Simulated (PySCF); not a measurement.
Choosing a molecule for a target property.

Species are written as SMILES; each is one conformer at its optimised geometry, gas phase, non-relativistic unless stated; the electronic structure was computed with PySCF and density fitting.

Dipoles, sizes and rotational constants follow the conformer. The torsions of the flexible species, by atom-mapped SMILES:
- `[CH3:1][C:2](=[O:3])[C@H:4]1[CH2:5][S:6]1`: C1–C2–C4–C5 -54°
- `[N:1]#[C:2][c:3]1[cH:4][cH:5][c:6]([NH2:7])[cH:8][cH:9]1`: H–N7–C6–C5 166°, H–N7–C6–C5 18°
- `[CH3:1][CH:2]=[C:3]=[C:4]([C:5]#[N:6])[CH2:7][C:8]#[N:9]`: C3–C4–C7–C8 -92°

The conformers of `N#C[C@@H]1CO[C@@H](F)CO1` aren't listed.

Question: Wanted: lowest singlet excitation between 4.3 eV and 4.6 eV (TDDFT PBE0/def2-SVPD) and lowest triplet excitation (Tamm–Dancoff) below 3.8 eV (TDA PBE0/def2-SVPD), at GFN2-xTB geometries. Which candidate meets both?
A. `CC(=O)[C@H]1CS1`
B. `N#C[C@@H]1CO[C@@H](F)CO1`
C. `N#Cc1ccc(N)cc1`
D. `FC1=COC=C(F)O1`
E. `CC=C=C(C#N)CC#N`

Answer: D. Computed values:
```
                 species  lowest singlet excitation  lowest triplet excitation (Tamm–Dancoff)
         CC(=O)[C@H]1CS1                    4.17 eV                                   3.62 eV
          FC1=COC=C(F)O1                    4.43 eV                                   3.28 eV
          N#Cc1ccc(N)cc1                    4.72 eV                                   3.45 eV
         CC=C=C(C#N)CC#N                    5.17 eV                                   3.89 eV
N#C[C@@H]1CO[C@@H](F)CO1                    6.71 eV                                   6.31 eV
```

Question: Wanted: dipole moment between 2.6 D and 6.5 D (PBE0/def2-SVPD) and electronic spatial extent ⟨r²⟩ about the centre of nuclear charge below 800 bohr² (PBE0/def2-SVPD), at GFN2-xTB geometries. Which candidate meets both?
A. `CC(=O)[C@H]1CS1`
B. `N#CC1=CC=C(N)C=C1`
C. `FC1=COC=C(F)O1`
D. `CC=C=C(C#N)CC#N`
E. `C1OC(F)=C(OC=1)F`

Answer: E. Computed values:
```csv
species,dipole moment,electronic spatial extent ⟨r²⟩ about the centre of nuclear charge
FC1=COC=C(F)O1,1.51 D,822 bohr²
CC(=O)[C@H]1CS1,2.39 D,706 bohr²
C1OC(F)=C(OC=1)F,2.79 D,777 bohr²
CC=C=C(C#N)CC#N,5.92 D,1406 bohr²
N#CC1=CC=C(N)C=C1,7.03 D,1266 bohr²
```
